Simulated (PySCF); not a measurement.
B3H6N3, SMILES B1NBNBN1 (connectivity only; charge and spin as stated), charge +1, multiplicity 2. Atoms are numbered in the order given.

```xyz
12

B     -0.0603     0.7179     1.3086
N      0.0837    -0.7035     1.2554
B     -0.0370    -1.4081     0.0000
N      0.0837    -0.7035    -1.2554
B     -0.0603     0.7179    -1.3086
N      0.0060     1.3793     0.0000
H     -0.1766     1.3392     2.3361
H      0.0920    -1.2287     2.1377
H     -0.4546    -2.5589     0.0000
H      0.0920    -1.2287    -2.1377
H     -0.1766     1.3392    -2.3361
H      0.1984     2.3938     0.0000
```
Charge +1, spin multiplicity 2.

The structure is a stationary point at PBE-D3(BJ)/def2-SVP. A frequency run showed that this geometry is not a minimum. The spin state was assumed, not searched.

Computed with PBE/pcH-1 run with PySCF.

Unrestricted Kohn–Sham, ⟨S²⟩ = 0.755. Hyperfine tensors hold the contact and dipolar terms, without spin-orbit corrections.

Computed hyperfine couplings:
| nucleus | A(iso) (MHz) | A(iso) (G) | dipolar principal values (MHz) |
|---|---|---|---|
| 11B no. 1 | -18.8 | -6.7 | -7.7, 1.6, 6.1 |
| 14N no. 2 | 3.5 | 1.3 | -8.7, -8.5, 17.2 |
| 11B no. 3 | -7.4 | -2.7 | -11.2, -6.8, 18.0 |
| 14N no. 4 | 3.5 | 1.3 | -8.7, -8.5, 17.2 |
| 11B no. 5 | -18.8 | -6.7 | -7.7, 1.6, 6.1 |
| 14N no. 6 | 13.9 | 5.0 | -23.3, -23.0, 46.2 |
| 1H no. 7 | 37.7 | 13.5 | -4.3, -2.4, 6.7 |
| 1H no. 8 | -2.4 | -0.9 | -9.9, -5.0, 15.0 |
| 1H no. 9 | 165.1 | 58.9 | -7.4, -6.0, 13.4 |
| 1H no. 10 | -2.4 | -0.9 | -9.9, -5.0, 15.0 |
| 1H no. 11 | 37.7 | 13.5 | -4.3, -2.4, 6.7 |
| 1H no. 12 | -22.7 | -8.1 | -26.5, -7.5, 34.0 |
